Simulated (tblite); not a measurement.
Record of a relaxation.

CH4Cl3FGe2.
SMILES with atom numbers: `[F:1][GeH2:2][Ge:3]([Cl:4])([Cl:5])[CH2:6][Cl:7]` (hydrogens: H8, H9 on Ge2; H10, H11 on C6)

Computed with GFN2-xTB (tblite), gas phase: L-BFGS steps from a force-field or distance-geometry start until the largest atomic force falls under 0.01 eV/Å. 14 of its 98 geometries are shown.

Step 0: E = -722.9496 eV, largest atomic force 1.766 eV/Å
```
atom  x, y, z in Å  |  force x, y, z in eV/Å
F1      2.005    1.339    1.675    0.178   0.003  -0.423
Ge2     1.798    0.544    0.105    0.636  -0.166  -0.241
Ge3    -0.189   -0.752    0.254    0.458  -0.824   1.039
Cl4     0.033   -2.692   -0.648   -0.068   0.167   0.096
Cl5    -0.626   -1.025    2.361   -0.039  -0.068  -0.481
C6     -1.727    0.093   -0.585   -1.596  -0.564  -0.505
Cl7    -1.703    1.837   -0.247    0.054  -0.356  -0.154
H8      3.027   -0.404   -0.107   -0.222   0.488   0.225
H9      1.789    1.578   -1.024    0.125   0.142   0.279
H10    -2.635   -0.391   -0.139    0.455   0.711  -0.349
H11    -1.767   -0.125   -1.672    0.020   0.468   0.514
```

Step 7: E = -723.1929 eV, largest atomic force 0.422 eV/Å
```
atom  x, y, z in Å  |  force x, y, z in eV/Å
F1      2.079    1.353    1.564    0.089   0.110   0.042
Ge2     1.824    0.521    0.053    0.073  -0.042  -0.013
Ge3    -0.182   -0.816    0.318   -0.231  -0.092  -0.015
Cl4     0.027   -2.714   -0.629    0.010  -0.097   0.050
Cl5    -0.668   -1.080    2.364   -0.039  -0.101  -0.019
C6     -1.784    0.029   -0.583   -0.353   0.193  -0.128
Cl7    -1.678    1.772   -0.274    0.170   0.117   0.120
H8      3.076   -0.321   -0.053    0.092   0.040   0.001
H9      1.832    1.636   -0.954    0.016   0.143  -0.059
H10    -2.735   -0.312   -0.163    0.193  -0.025  -0.155
H11    -1.786   -0.065   -1.671   -0.019  -0.247   0.176
```

Step 15: E = -723.2334 eV, largest atomic force 0.198 eV/Å
```
atom  x, y, z in Å  |  force x, y, z in eV/Å
F1      2.131    1.397    1.541    0.004   0.038   0.029
Ge2     1.832    0.532    0.047   -0.066  -0.040   0.043
Ge3    -0.216   -0.843    0.320   -0.012   0.007  -0.120
Cl4     0.016   -2.764   -0.594   -0.006  -0.003   0.025
Cl5    -0.708   -1.152    2.352   -0.045  -0.054   0.066
C6     -1.815    0.044   -0.588   -0.083  -0.025  -0.029
Cl7    -1.612    1.779   -0.256    0.046  -0.109  -0.065
H8      3.115   -0.276   -0.050    0.005   0.004  -0.021
H9      1.848    1.673   -0.945   -0.029   0.040  -0.049
H10    -2.777   -0.281   -0.183    0.182   0.076  -0.021
H11    -1.808   -0.107   -1.669    0.003   0.064   0.141
```

Step 22: E = -723.2465 eV, largest atomic force 0.179 eV/Å
```
atom  x, y, z in Å  |  force x, y, z in eV/Å
F1      2.147    1.444    1.548   -0.045  -0.039  -0.074
Ge2     1.812    0.557    0.065   -0.078   0.001  -0.024
Ge3    -0.227   -0.879    0.315    0.166   0.060   0.031
Cl4     0.003   -2.807   -0.563    0.023  -0.062  -0.075
Cl5    -0.761   -1.231    2.333   -0.039   0.000   0.070
C6     -1.798    0.045   -0.587   -0.061  -0.035  -0.036
Cl7    -1.516    1.764   -0.290    0.077   0.143   0.030
H8      3.104   -0.239   -0.072   -0.015   0.007   0.025
H9      1.817    1.685   -0.960   -0.053  -0.031   0.055
H10    -2.754   -0.236   -0.151    0.033   0.029  -0.012
H11    -1.823   -0.100   -1.664   -0.009  -0.074   0.009
```

Step 30: E = -723.2668 eV, largest atomic force 0.148 eV/Å
```
atom  x, y, z in Å  |  force x, y, z in eV/Å
F1      2.107    1.481    1.517   -0.054   0.004   0.051
Ge2     1.759    0.568    0.061   -0.054   0.021  -0.006
Ge3    -0.209   -0.939    0.334   -0.023   0.024   0.038
Cl4     0.018   -2.854   -0.579    0.015   0.014  -0.033
Cl5    -0.841   -1.317    2.332    0.040   0.014  -0.045
C6     -1.739    0.064   -0.576   -0.090  -0.117   0.004
Cl7    -1.330    1.766   -0.346    0.062   0.070  -0.002
H8      3.063   -0.189   -0.078    0.091  -0.042  -0.013
H9      1.706    1.691   -0.954   -0.003  -0.016  -0.037
H10    -2.691   -0.139   -0.094   -0.064   0.042   0.057
H11    -1.837   -0.129   -1.641    0.082  -0.013  -0.013
```

Step 37: E = -723.2740 eV, largest atomic force 0.056 eV/Å
```
atom  x, y, z in Å  |  force x, y, z in eV/Å
F1      2.060    1.476    1.523   -0.026  -0.002   0.007
Ge2     1.753    0.562    0.056   -0.012   0.024  -0.008
Ge3    -0.209   -0.939    0.337   -0.033  -0.019   0.032
Cl4     0.032   -2.841   -0.606   -0.005   0.005  -0.009
Cl5    -0.832   -1.317    2.334    0.035  -0.021  -0.005
C6     -1.745    0.061   -0.563    0.037  -0.022   0.018
Cl7    -1.290    1.760   -0.359   -0.004   0.039  -0.017
H8      3.071   -0.189   -0.076    0.013   0.018   0.011
H9      1.684    1.680   -0.967    0.040  -0.034  -0.011
H10    -2.704   -0.102   -0.079    0.010   0.006  -0.032
H11    -1.815   -0.148   -1.627   -0.054   0.007   0.015
```

Step 45: E = -723.2789 eV, largest atomic force 0.119 eV/Å
```
atom  x, y, z in Å  |  force x, y, z in eV/Å
F1      1.998    1.480    1.528   -0.016   0.007  -0.037
Ge2     1.739    0.555    0.056    0.079   0.083  -0.033
Ge3    -0.212   -0.952    0.348   -0.066   0.015  -0.033
Cl4     0.031   -2.832   -0.630   -0.014  -0.016  -0.007
Cl5    -0.801   -1.357    2.349    0.019  -0.016  -0.021
C6     -1.742    0.071   -0.553    0.016  -0.008   0.021
Cl7    -1.255    1.767   -0.392   -0.007  -0.013  -0.013
H8      3.081   -0.160   -0.056   -0.022  -0.015   0.051
H9      1.706    1.653   -0.997   -0.002  -0.038   0.039
H10    -2.705   -0.062   -0.067    0.011  -0.002   0.035
H11    -1.833   -0.160   -1.612    0.002   0.003   0.000
```

Step 52: E = -723.2901 eV, largest atomic force 0.255 eV/Å
```
atom  x, y, z in Å  |  force x, y, z in eV/Å
F1      1.812    1.553    1.486    0.030   0.102   0.008
Ge2     1.734    0.563    0.043    0.011  -0.161   0.088
Ge3    -0.213   -0.960    0.326    0.138  -0.212  -0.035
Cl4    -0.020   -2.831   -0.707   -0.017   0.115  -0.010
Cl5    -0.688   -1.507    2.327   -0.028   0.074  -0.044
C6     -1.741    0.095   -0.523    0.010   0.166   0.020
Cl7    -1.169    1.778   -0.501   -0.014  -0.141  -0.011
H8      3.095   -0.124    0.114   -0.041   0.005   0.031
H9      1.771    1.582   -1.068    0.018   0.084  -0.076
H10    -2.669    0.049    0.035   -0.064  -0.038   0.022
H11    -1.906   -0.195   -1.557   -0.042   0.006   0.005
```

Step 60: E = -723.3179 eV, largest atomic force 0.290 eV/Å
```
atom  x, y, z in Å  |  force x, y, z in eV/Å
F1      1.522    1.792    1.331    0.074  -0.059  -0.080
Ge2     1.734    0.574    0.072   -0.014  -0.116   0.054
Ge3    -0.182   -1.045    0.235    0.052   0.092   0.056
Cl4    -0.131   -2.811   -0.973    0.034   0.064   0.036
Cl5    -0.513   -1.686    2.246   -0.061  -0.003  -0.118
C6     -1.746    0.116   -0.447   -0.228   0.013  -0.084
Cl7    -1.022    1.711   -0.694    0.012  -0.083   0.011
H8      3.070   -0.049    0.517   -0.129   0.102  -0.018
H9      1.970    1.414   -1.172    0.023   0.004   0.009
H10    -2.566    0.223    0.269    0.170  -0.077  -0.140
H11    -2.131   -0.236   -1.411    0.068   0.063   0.275
```

Step 67: E = -723.3294 eV, largest atomic force 0.115 eV/Å
```
atom  x, y, z in Å  |  force x, y, z in eV/Å
F1      1.563    1.793    1.322   -0.003  -0.049  -0.057
Ge2     1.723    0.564    0.066    0.038   0.100   0.043
Ge3    -0.182   -1.031    0.236    0.013  -0.056   0.026
Cl4    -0.110   -2.797   -0.965    0.042   0.021  -0.008
Cl5    -0.565   -1.679    2.225   -0.044  -0.020  -0.002
C6     -1.744    0.112   -0.446    0.001   0.018   0.018
Cl7    -1.010    1.701   -0.684   -0.054   0.019  -0.006
H8      3.049   -0.038    0.511    0.021  -0.031   0.008
H9      1.968    1.414   -1.167    0.001  -0.023  -0.026
H10    -2.553    0.199    0.274   -0.008   0.035   0.021
H11    -2.134   -0.235   -1.398   -0.008  -0.015  -0.019
```

Step 75: E = -723.3379 eV, largest atomic force 0.120 eV/Å
```
atom  x, y, z in Å  |  force x, y, z in eV/Å
F1      1.495    1.867    1.227    0.005   0.043   0.021
Ge2     1.730    0.568    0.070   -0.062   0.027  -0.029
Ge3    -0.173   -1.047    0.231    0.008   0.009   0.037
Cl4    -0.058   -2.748   -1.053    0.018   0.011  -0.005
Cl5    -0.626   -1.794    2.177    0.014   0.002  -0.038
C6     -1.736    0.123   -0.403    0.046   0.043  -0.002
Cl7    -0.982    1.677   -0.769    0.007  -0.011  -0.039
H8      3.018    0.006    0.645    0.082  -0.037  -0.015
H9      2.028    1.323   -1.220   -0.001  -0.055   0.054
H10    -2.479    0.282    0.369   -0.088  -0.007   0.081
H11    -2.212   -0.255   -1.301   -0.029  -0.024  -0.066
```

Step 82: E = -723.3419 eV, largest atomic force 0.066 eV/Å
```
atom  x, y, z in Å  |  force x, y, z in eV/Å
F1      1.502    1.897    1.213    0.017   0.022   0.020
Ge2     1.727    0.569    0.086    0.057  -0.030  -0.014
Ge3    -0.176   -1.038    0.241   -0.023   0.021   0.013
Cl4    -0.013   -2.718   -1.067    0.004   0.018  -0.008
Cl5    -0.663   -1.827    2.158    0.021  -0.008   0.016
C6     -1.744    0.130   -0.390    0.011  -0.024  -0.004
Cl7    -0.989    1.672   -0.798    0.011  -0.003  -0.013
H8      3.034    0.003    0.641   -0.032   0.009  -0.001
H9      2.034    1.283   -1.221   -0.020  -0.006   0.015
H10    -2.481    0.300    0.389   -0.012   0.002   0.009
H11    -2.227   -0.268   -1.278   -0.035  -0.001  -0.033
```

Step 90: E = -723.3438 eV, largest atomic force 0.026 eV/Å
```
atom  x, y, z in Å  |  force x, y, z in eV/Å
F1      1.517    1.913    1.203    0.011   0.003   0.007
Ge2     1.736    0.564    0.099   -0.013  -0.004  -0.002
Ge3    -0.181   -1.027    0.251   -0.011  -0.008  -0.015
Cl4     0.009   -2.681   -1.087   -0.004   0.008   0.004
Cl5    -0.651   -1.849    2.159    0.007   0.000  -0.001
C6     -1.757    0.128   -0.391    0.013  -0.006  -0.007
Cl7    -0.994    1.659   -0.827    0.002   0.017  -0.015
H8      3.035   -0.001    0.662   -0.011   0.002   0.000
H9      2.030    1.256   -1.220    0.004   0.001   0.004
H10    -2.484    0.317    0.394   -0.010  -0.003   0.004
H11    -2.255   -0.275   -1.269    0.012  -0.009   0.021
```

Step 97: E = -723.3441 eV, largest atomic force 0.010 eV/Å
```
atom  x, y, z in Å  |  force x, y, z in eV/Å
F1      1.521    1.919    1.202   -0.003  -0.002  -0.006
Ge2     1.734    0.564    0.101   -0.001  -0.002   0.008
Ge3    -0.181   -1.025    0.247   -0.004   0.005   0.005
Cl4     0.008   -2.672   -1.097   -0.003   0.002   0.001
Cl5    -0.640   -1.855    2.155    0.001  -0.001  -0.003
C6     -1.758    0.129   -0.388    0.001   0.001   0.001
Cl7    -0.999    1.658   -0.840    0.001  -0.008  -0.003
H8      3.027   -0.002    0.676   -0.001  -0.003  -0.005
H9      2.037    1.247   -1.219    0.004   0.009   0.001
H10    -2.483    0.323    0.398    0.003  -0.001  -0.001
H11    -2.260   -0.283   -1.260    0.002  -0.001   0.002
```

Problem. Summarise the path.

Solution. The energy falls by 38.06 kJ/mol from step 0 to step 97; nine tenths of that is first reached at step 58. It falls at every step. The largest force goes from 1.766 to 0.010 eV/Å. Among the bonds Ge2–Ge3 changes most, from 2.377 to 2.493 Å; the atoms move by 0.671 Å rms after alignment.

Problem. Follow the three bonds and two angles with the largest change from start to end.

Solution. 
```
step  E above end (kJ/mol)  largest force (eV/Å)  Ge2–Ge3 (Å)  Ge3–C6 (Å)  Ge2–H8 (Å)  Ge2–Ge3–C6 (°)  Ge2–Ge3–Cl5 (°)
   0                 38.06                 1.766        2.377       1.945       1.567           113.4            107.3
   4                 20.15                 0.452        2.421       2.035       1.495           112.0            110.2
   8                 13.38                 0.351        2.431       2.020       1.523           112.2            111.3
  13                 11.17                 0.120        2.480       2.038       1.520           111.0            111.7
  17                 10.25                 0.121        2.481       2.042       1.522           110.9            112.6
  21                  9.67                 0.195        2.500       2.035       1.522           109.7            112.9
  25                  8.64                 0.158        2.500       2.045       1.527           106.9            114.7
  30                  7.46                 0.148        2.493       2.043       1.515           104.2            116.4
  34                  6.95                 0.091        2.484       2.037       1.526           104.4            116.4
  38                  6.73                 0.061        2.490       2.042       1.521           104.2            116.4
  42                  6.49                 0.077        2.490       2.043       1.525           103.7            116.4
  46                  6.22                 0.112        2.484       2.051       1.524           103.2            116.4
  51                  5.59                 0.198        2.493       2.042       1.523           102.8            116.2
  55                  4.31                 0.110        2.484       2.058       1.526           102.5            115.7
  59                  2.93                 0.160        2.500       2.058       1.522           101.9            114.1
  63                  1.83                 0.087        2.503       2.063       1.530           101.3            112.4
  67                  1.42                 0.115        2.490       2.051       1.523           101.7            113.3
  72                  0.94                 0.118        2.497       2.057       1.525           101.7            114.3
  76                  0.53                 0.076        2.501       2.052       1.521           101.0            116.8
  80                  0.30                 0.062        2.501       2.057       1.527           101.0            117.8
  84                  0.15                 0.035        2.493       2.051       1.526           102.0            117.7
  89                  0.05                 0.037        2.496       2.057       1.524           102.3            118.0
  93                  0.02                 0.015        2.493       2.054       1.526           102.2            117.9
  97                  0.00                 0.010        2.493       2.055       1.524           102.3            117.8
```

The cost below is that of the whole relaxation. The run took 1.6 s wall on one thread, Arm Neoverse N1 (aarch64), no GPU, shared host with 64 logical CPUs at a one-minute load of 61.
